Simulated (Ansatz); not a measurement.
Geometry optimisation, RKS PBE/def2-SVP in Ansatz.

input.yaml

```yaml
crystal:
  periodic: [false, false, false]
  atoms:
    - { symbol: Ti, position_ang: [-0.514245, 0.353627, -0.293056] }
    - { symbol: Cl, position_ang: [0.235204, -1.615588, 2.592417] }
    - { symbol: F, position_ang: [0.858997, 1.058754, 0.547296] }
    - { symbol: "N", position_ang: [-1.217167, 1.418882, -1.660699] }
    - { symbol: H, position_ang: [-1.966156, 1.154532, -2.314048] }
    - { symbol: H, position_ang: [-0.994917, 2.415486, -1.789843] }
    - { symbol: "N", position_ang: [-0.6516, -1.485006, -0.614935] }
    - { symbol: H, position_ang: [-1.301807, -1.95582, -1.259582] }
    - { symbol: H, position_ang: [-0.169863, -2.179049, -0.021886] }
    - { symbol: Si, position_ang: [-2.544439, 0.503699, 1.135069] }
    - { symbol: H, position_ang: [-3.797152, 0.04426, 0.416351] }
    - { symbol: H, position_ang: [-2.494807, -0.428514, 2.358169] }
    - { symbol: H, position_ang: [-2.901918, 1.842546, 1.74816] }
    - { symbol: H, position_ang: [-1.02443, -1.127808, 2.581188] }
basis:
  gaussian: { orbitals: def2-SVP }
hamiltonian:
  xc: pbe
relax:
  f_tol: 0.03
  max_steps: 50
output:
  orbitals: {}
```

Command:

```bash
$ ansatz run input.yaml --threads 4 --pin off --max-ram 5120MiB --backend cpu --events-out ev --progress --plain --runs-dir out
```

**Question.** Where does it end, and by what steps?

**Answer.** It converged. After 12 steps the energy has fallen by 0.076 eV; Cl2 moved furthest, 0.62 Å.

| step | energy less start (eV) | largest force component (eV/Å) | accepted |
| --- | --- | --- | --- |
| 0 | 0.0000 | 0.635 | yes |
| 1 | -0.0399 | 0.734 | yes |
| 2 | -0.0495 | 0.511 | yes |
| 3 | -0.0330 | 0.605 | no |
| 4 | -0.0665 | 0.071 | yes |
| 5 | -0.0684 | 0.070 | yes |
| 6 | -0.0712 | 0.101 | yes |
| 7 | -0.0731 | 0.060 | yes |
| 8 | -0.0740 | 0.061 | yes |
| 9 | -0.0748 | 0.068 | yes |
| 10 | -0.0752 | 0.069 | yes |
| 11 | -0.0755 | 0.051 | yes |
| 12 | -0.0758 | 0.029 | yes |

```xyz
14
Properties=species:S:1:pos:R:3
Ti -0.524 0.480 -0.394
Cl 0.003 -2.176 2.699
F 0.835 1.180 0.468
N -1.228 1.461 -1.822
H -1.959 1.121 -2.459
H -1.022 2.445 -2.038
N -0.567 -1.374 -0.576
H -1.209 -1.937 -1.148
H -0.082 -1.981 0.105
Si -2.559 0.567 1.202
H -3.815 -0.010 0.578
H -2.360 -0.314 2.442
H -2.968 1.903 1.785
H -1.029 -1.364 2.583
```

Whether the end is a true minimum wasn't checked by a vibrational analysis.

Time of the run: 24 s on 4 threads of Intel(R) Xeon(R) Platinum 8488C (Sapphire Rapids), on a shared host, peak memory 0.26 GiB.
